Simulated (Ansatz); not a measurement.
Consider the ligand exchange at the Sb–Cl bond: `[SiH3][Sb]([SiH3])[Cl]` + H–F → `[F][Sb]([SiH3])[SiH3]` + HCl.

Isolated molecules relaxed with PBE0-D4/def2-TZVP in Ansatz; ΔE leaves out vibrations. CCSD(T)/CBS adds triple-zeta CCSD(T) − MP2 to the extrapolated MP2 energy (def2 sets, frozen cores). This one scheme is used for every species. def2 core potentials past Kr. For Sb outer-core shells are correlated without core-valence functions, which leaves a few kJ/mol of doubt a bond.

| species | CCSD(T)/def2-TZVPP energy (Eh) |
| --- | --- |
| `[SiH3][Sb]([SiH3])[Cl]` | -1281.07316 |
| H–F | -100.34454 |
| `[F][Sb]([SiH3])[SiH3]` | -921.06853 |
| HCl | -460.33125 |

Q: Work out ΔE.

A: ΔE = (-921.06853) + (-460.33125) − (-1281.07316) − (-100.34454) = 0.01792 Eh = +11.2 kcal/mol. CCSD(T)/CBS gives +12.0 kcal/mol.

Largest T1 diagnostic among the species: 0.014.

At CCSD(T), def2-SVP lies −1.9 kcal/mol from the extrapolated value and def2-TZVPP −0.7 kcal/mol. From PBE to PBE0 (25 % exact exchange), in def2-TZVPP and without D4, ΔE moves by +2.0 kcal/mol. Leaving LDA and LC-ωPBE aside and taking each functional with its dispersion term where it has one, the values, not all of them listed here, spread over 5.4 kcal/mol, from B97M-V to PBE-QIDH. LDA lies +1.4 kcal/mol from PBE without D4.
